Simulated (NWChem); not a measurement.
System: C2HCl2F; SMILES C(F)=C(Cl)Cl

Parts of the log:

```
             Northwest Computational Chemistry Package (NWChem) 7.3.0
             --------------------------------------------------------

 CS  symmetry detected

                             Geometry "geometry" -> ""
                             -------------------------

 Output coordinates in angstroms (scale by  1.889725989 to convert to a.u.)

  No.       Tag          Charge          X              Y              Z
 ---- ---------------- ---------- -------------- -------------- --------------
    1 F                    9.0000     0.93587559     2.08648080     0.00000000
    2 C                    6.0000     1.13989156     0.78274506     0.00000000
    3 C                    6.0000     0.12985963    -0.09311444     0.00000000
    4 Cl                  17.0000    -1.50826643     0.40798669     0.00000000
    5 Cl                  17.0000     0.43595063    -1.78397844     0.00000000
    6 H                    1.0000     2.18798116     0.47574888     0.00000000

 Effective nuclear repulsion energy (a.u.)     264.1399784163

      Symmetry information
      --------------------

 Group name             Cs
 Group number              2
 Group order               2
 No. of unique centers     6

                                Z-matrix (autoz)
                                --------

 Units are Angstrom for bonds and degrees for angles

      Type          Name      I     J     K     L     M      Value
      ----------- --------  ----- ----- ----- ----- ----- ----------
    1 Stretch                  1     2                       1.31960
    2 Stretch                  2     3                       1.33690
    3 Stretch                  2     6                       1.09213
    4 Stretch                  3     4                       1.71306
    5 Stretch                  3     5                       1.71835
    6 Bend                     1     2     3               122.03669
    7 Bend                     1     2     6               115.21969
    8 Bend                     2     3     4               122.06065
    9 Bend                     2     3     5               120.66960
   10 Bend                     3     2     6               122.74362
   11 Bend                     4     3     5               117.26975
   12 Torsion                  1     2     3     4           0.00000
   13 Torsion                  1     2     3     5         180.00000
   14 Torsion                  4     3     2     6         180.00000
   15 Torsion                  5     3     2     6           0.00000

                           NWChem Geometry Optimization
                           ----------------------------

[...]

      ----------------------
      Optimization converged
      ----------------------

  Step       Energy      Delta E   Gmax     Grms     Xrms     Xmax
  ---- ---------------- -------- -------- -------- -------- --------
@    4   -1096.98958806 -1.4D-07  0.00008  0.00003  0.00015  0.00037
                                     ok       ok       ok       ok

                                Z-matrix (autoz)
                                --------

 Units are Angstrom for bonds and degrees for angles

[...]

 Rotational Constants
 --------------------
 A=   0.134695 cm-1  (  0.193792 K)
 B=   0.079991 cm-1  (  0.115087 K)
 C=   0.050187 cm-1  (  0.072206 K)

 Temperature                      =   298.15K
 frequency scaling parameter      =   1.0000

 Zero-Point correction to Energy  =   16.603 kcal/mol  (  0.026459 au)
 Thermal correction to Energy     =   19.787 kcal/mol  (  0.031532 au)
 Thermal correction to Enthalpy   =   20.379 kcal/mol  (  0.032476 au)

 Total Entropy                    =   75.059 cal/mol-K
   - Translational                =   40.089 cal/mol-K (mol. weight = 113.9439)
   - Rotational                   =   27.479 cal/mol-K (symmetry #  =        1)
   - Vibrational                  =    7.490 cal/mol-K

 Cv (constant volume heat capacity) =   16.214 cal/mol-K
   - Translational                  =    2.979 cal/mol-K
   - Rotational                     =    2.979 cal/mol-K
   - Vibrational                    =   10.255 cal/mol-K

[normal modes left out]

 ----------------------------------------------------------------------------
 Normal Eigenvalue ||           Projected Infra Red Intensities
  Mode   [cm**-1]  || [atomic units] [(debye/angs)**2] [(KM/mol)] [arbitrary]
 ------ ---------- || -------------- ----------------- ---------- -----------
    1       -0.000 ||    0.000082           0.002         0.080       0.037
    2       -0.000 ||    0.000111           0.003         0.109       0.050
    3       -0.000 ||    0.000021           0.000         0.021       0.010
    4       -0.000 ||    0.000069           0.002         0.067       0.031
    5        0.000 ||    0.000121           0.003         0.118       0.055
    6        0.000 ||    0.000384           0.009         0.375       0.174
    7      201.256 ||    0.002442           0.056         2.381       1.104
    8      266.671 ||    0.002471           0.057         2.409       1.117
    9      284.527 ||    0.000455           0.011         0.444       0.206
   10      459.038 ||    0.008956           0.207         8.731       4.048
   11      462.948 ||    0.000666           0.015         0.649       0.301
   12      660.250 ||    0.033215           0.766        32.379      15.012
   13      839.699 ||    0.012246           0.283        11.938       5.535
   14      947.856 ||    0.157329           3.630       153.372      71.106
   15     1188.365 ||    0.134850           3.111       131.458      60.947
   16     1331.470 ||    0.014806           0.342        14.434       6.692
   17     1728.350 ||    0.026353           0.608        25.690      11.911
   18     3249.219 ||    0.003686           0.085         3.593       1.666
 ----------------------------------------------------------------------------
```

Level: B3LYP/6-31G* (spherical d). B3LYP is NWChem's, with the RPA form of VWN correlation.

Task: Write an input that gives this output.

Result: This is not unique; one that fits is the input that was run:
```
start job
memory heap 200 mb stack 900 mb global 1100 mb
geometry units angstroms
  F      0.878040     2.115771     0.000000
  C      1.119644     0.818475     0.000000
  C      0.135343    -0.086205     0.000000
  Cl    -1.516579     0.367351     0.000000
  Cl     0.490166    -1.767518     0.000000
  H      2.176167     0.541893     0.000000
end
basis spherical
  * library 6-31g*
end
dft
  xc b3lyp
  iterations 150
end
driver
  maxiter 120
end
task dft optimize
task dft freq
```
